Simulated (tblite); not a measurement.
Species: C₇H₁₃ (doublet state).
Geometry (GFN2-xTB, Å), atoms numbered from 1 in this order:
```xyz
20
C7H13 angstrom
C      0.9949    1.1548   -0.6901
C     -0.3023    1.7515   -0.3001
C     -1.1637    0.8711    0.6077
C     -1.4225   -0.5229    0.0307
C     -0.3487   -1.5501    0.3890
C      0.9921   -1.3282   -0.3020
C      1.6300    0.0394    0.0384
H      1.4532    1.5032   -1.6004
H     -0.1364    2.7119    0.2160
H     -0.8697    1.9985   -1.2059
H     -2.1194    1.3808    0.7545
H     -0.6958    0.7756    1.5892
H     -2.3761   -0.8901    0.4190
H     -1.5139   -0.4551   -1.0553
H     -0.1995   -1.5438    1.4722
H     -0.7141   -2.5442    0.1160
H      1.6781   -2.1206    0.0071
H      0.8657   -1.3983   -1.3845
H      1.5536    0.1842    1.1203
H      2.6894   -0.0070   -0.2249
```

Calculated harmonic vibrations of the isolated species, GFN2-xTB (tblite), most abundant isotopes, no scaling. Against measured fundamentals such values can be off by several per cent, at times by over 20. One conformer, not necessarily the lowest. Open shells enter through the occupations alone, without spin polarisation, and single modes of such species can be off by tens of per cent.

Harmonic wavenumbers (cm⁻¹): 65.7, 195.0, 244.9, 314.9, 336.2, 345.7, 417.7, 502.4, 544.7, 786.9, 829.8, 858.4, 892.1, 906.3, 915.6, 964.3, 1004.3, 1046.2, 1058.3, 1086.9, 1123.9, 1156.6, 1196.0, 1197.3, 1207.7, 1216.2, 1253.4, 1259.8, 1301.4, 1332.7, 1346.4, 1347.8, 1359.8, 1363.2, 1368.2, 1466.4, 1472.7, 1482.0, 1487.9, 1491.4, 1504.9, 2808.9, 2909.8, 2931.7, 2950.3, 2955.2, 2956.0, 2964.2, 2966.0, 2972.7, 2980.6, 2983.4, 2989.9, 3099.5.

A = 3294, B = 2953, C = 1782 MHz; mass 97.102 u (most abundant isotopes); point group C1, symmetry number 1; spin multiplicity 2.

Task: Zero-point energy?

Result: ½Σν̃ = 39860 cm⁻¹ = 113.97 kcal/mol.

Task: What is S at 400 K and 1 bar for an ideal gas of classical rigid rotors and harmonic oscillators?

Result: Translation 41.12, rotation 28.19, vibration 24.13, spin (R ln 2) 1.38: S = 94.8 cal/(mol K).

Task: And Cp and H(400 K) − H(0)?

Result: Cp = 41.19 cal/(mol K), of which vibrations give 33.24 (their classical limit is 54 R = 107.3); H(400 K) − H(0) = 8.83 kcal/mol without the zero-point energy, 5.65 from vibrations.

Task: Which modes carry the vibrational entropy at 400 K?

Result: 65.7 cm⁻¹: 4.86; 195.0 cm⁻¹: 2.73; 244.9 cm⁻¹: 2.30; 314.9 cm⁻¹: 1.84; 336.2 cm⁻¹: 1.73; 345.7 cm⁻¹: 1.68 cal/(mol K); the other 48 give 8.99 together.

Task: How do the functions run with temperature in this model?

Result: 
| T (K) | S (cal/(mol K)) | Cp (cal/(mol K)) | H − H(0) (kcal/mol) | G − H(0) (kcal/mol) | ln q(vib) |
| --- | --- | --- | --- | --- | --- |
| 100 | 62.9 | 13.1 | 1.00 | -5.29 | 0.61 |
| 200 | 74.4 | 20.9 | 2.70 | -12.18 | 1.85 |
| 300 | 84.6 | 30.5 | 5.24 | -20.13 | 3.35 |
| 500 | 105.1 | 51.1 | 13.45 | -39.10 | 6.89 |
| 800 | 134.2 | 72.6 | 32.28 | -75.08 | 12.88 |
| 1000 | 151.5 | 82.1 | 47.79 | -103.68 | 16.94 |

q(vib) and H(0) count from the zero-point level.

Task: Blend soft modes into free rotors: weight 1/[1 + (100 cm⁻¹/ν̃)⁴] for the oscillator and the rest for a rotor with moment μB/(μ + B), μ = h/(8π²ν), B = 10⁻⁴⁴ kg m². What vibrational entropy results?

Result: 23.03 cal/(mol K) in place of 24.13, which changes −T·S at 400 K by +0.44 kcal/mol.

Task: What must be added to the electronic energy to get the Gibbs energy at 400 K and 1 bar?

Result: ZPE + [H(400 K) − H(0)] − T·S = 113.97 + 8.83 − 37.93 = 84.87 kcal/mol.

Hindered rotation and anharmonicity are outside this model. Other conformers, if any are populated, would add a mixing term that is left out. The structure is chiral; the term R ln 2 for an equal mix with its mirror image is left out.
